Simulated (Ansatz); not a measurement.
BCP, `Cc1cc(-c2ccccc2)c2ccc3c(-c4ccccc4)cc(C)nc3c2n1`. The state is a singlet with charge 0. Geometry PBE-D4/def2-SVP.

```xyz
48

C     2.4364   -3.6694    2.9624
C     1.6204   -2.5235    2.4195
C     0.8562   -1.7070    3.3010
C     0.1053   -0.6509    2.7970
C    -0.6983    0.2108    3.7120
C    -2.0309   -0.1262    4.0259
C    -2.7793    0.6730    4.9030
C    -2.2066    1.8196    5.4754
C    -0.8819    2.1646    5.1650
C    -0.1322    1.3666    4.2879
C     0.1267   -0.4178    1.3853
C    -0.6142    0.6448    0.7672
C    -0.5703    0.8396   -0.5927
C     0.2178   -0.0137   -1.4359
C     0.2878    0.1587   -2.8547
C    -0.4652    1.2489   -3.5405
C     0.1266    2.5134   -3.7372
C    -0.5743    3.5314   -4.4011
C    -1.8754    3.2996   -4.8741
C    -2.4736    2.0449   -4.6784
C    -1.7740    1.0258   -4.0148
C     1.0792   -0.7200   -3.5861
C     1.7936   -1.7576   -2.9225
C     2.6525   -2.7128   -3.7123
N     1.7368   -1.9280   -1.6045
C     0.9748   -1.0889   -0.8635
C     0.9279   -1.2963    0.5833
N     1.6485   -2.3168    1.1058
H     1.7951   -4.4045    3.4925
H     3.1916   -3.3142    3.6948
H     2.9533   -4.1766    2.1279
H     0.8574   -1.9082    4.3835
H    -2.4780   -1.0260    3.5760
H    -3.8178    0.3965    5.1419
H    -2.7937    2.4452    6.1649
H    -0.4263    3.0624    5.6105
H     0.9069    1.6352    4.0433
H    -1.2218    1.3047    1.4040
H    -1.1424    1.6571   -1.0559
H     1.1472    2.6930   -3.3658
H    -0.0990    4.5130   -4.5512
H    -2.4241    4.0980   -5.3965
H    -3.4937    1.8561   -5.0468
H    -2.2411    0.0410   -3.8605
H     1.1505   -0.6096   -4.6793
H     2.0518   -3.2656   -4.4647
H     3.4478   -2.1736   -4.2687
H     3.1219   -3.4370   -3.0222
```

Single mean-field runs in def2-SVP, def2-TZVP are fitted with def2-universal-jkfit. The restricted singlet is unstable towards broken spin symmetry in Hartree–Fock (as tested in another run); at HF/def2-TZVP this wasn't settled.

**Question.** Estimate the orbital energies around the gap (eV) in Ansatz with HF/def2-TZVP, r2SCAN-D4/def2-TZVP, PBE0-D4/def2-SVP, PBE0-D4/def2-TZVP, r2SCAN0-D4/def2-TZVP.

**Answer.** 
| orbital | HF/def2-TZVP | r2SCAN-D4/def2-TZVP | PBE0-D4/def2-SVP | PBE0-D4/def2-TZVP | r2SCAN0-D4/def2-TZVP |
| --- | --- | --- | --- | --- | --- |
| HOMO−13 | -13.47 | -8.65 | -9.81 | -9.80 | -10.01 |
| HOMO−12 | -13.35 | -8.59 | -9.80 | -9.78 | -9.98 |
| HOMO−11 | -13.29 | -8.56 | -9.78 | -9.74 | -9.94 |
| HOMO−10 | -11.97 | -8.26 | -9.24 | -9.25 | -9.45 |
| HOMO−9 | -11.21 | -7.34 | -8.24 | -8.23 | -8.39 |
| HOMO−8 | -10.68 | -7.14 | -8.02 | -8.02 | -8.17 |
| HOMO−7 | -10.48 | -6.66 | -7.46 | -7.47 | -7.60 |
| HOMO−6 | -10.22 | -6.64 | -7.43 | -7.44 | -7.57 |
| HOMO−5 | -9.36 | -6.52 | -7.34 | -7.36 | -7.57 |
| HOMO−4 | -9.32 | -6.52 | -7.34 | -7.35 | -7.48 |
| HOMO−3 | -9.23 | -6.10 | -7.21 | -7.31 | -7.46 |
| HOMO−2 | -9.20 | -6.07 | -6.79 | -6.83 | -7.04 |
| HOMO−1 | -8.31 | -5.62 | -6.75 | -6.78 | -6.89 |
| HOMO | -7.73 | -5.61 | -6.31 | -6.31 | -6.40 |
| LUMO | 1.89 | -2.14 | -1.41 | -1.45 | -1.41 |
| LUMO+1 | 2.03 | -2.12 | -1.34 | -1.45 | -1.39 |
| LUMO+2 | 3.10 | -1.23 | -0.39 | -0.50 | -0.41 |
| LUMO+3 | 3.12 | -1.22 | -0.38 | -0.49 | -0.40 |
| LUMO+4 | 3.12 | -1.21 | -0.37 | -0.48 | -0.39 |
| LUMO+5 | 3.16 | -1.20 | -0.34 | -0.46 | -0.37 |
